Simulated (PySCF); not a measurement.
Coordinates in bohr (charge 0 multiplicity 3):
```
Ta   -0.9618    0.0000   -0.8191
O    -3.7052    0.0000    0.8532
Br    2.9530    0.0000    1.6980
```

These are results of UPBE0 in PySCF with Ta def2-TZVP with ECP60, O def2-TZVP, Br def2-TZVP; scalar-relativistic core potentials, no spin–orbit coupling; density-fitted integrals, not measurements.

This geometry of TaOBr is a stationary point at this level.

What is the point group?

Cs.

Is it a minimum?

Yes: all harmonic wavenumbers are real.

List the harmonic modes with their infrared intensities.


```csv
symmetry,ω (cm⁻¹),IR (km/mol),type
a',142,9.0,bend
a',260,30.3,stretch
a',1021,153,stretch
```

What are the dipole moment and the gap between the highest occupied and lowest empty levels of either spin?

3.48 D and 2.99 eV.

Other isomers or separated fragments may lie lower. Other spin states or occupations of the open shell can lie lower. Spin–orbit coupling, left out here, can matter for elements this heavy.
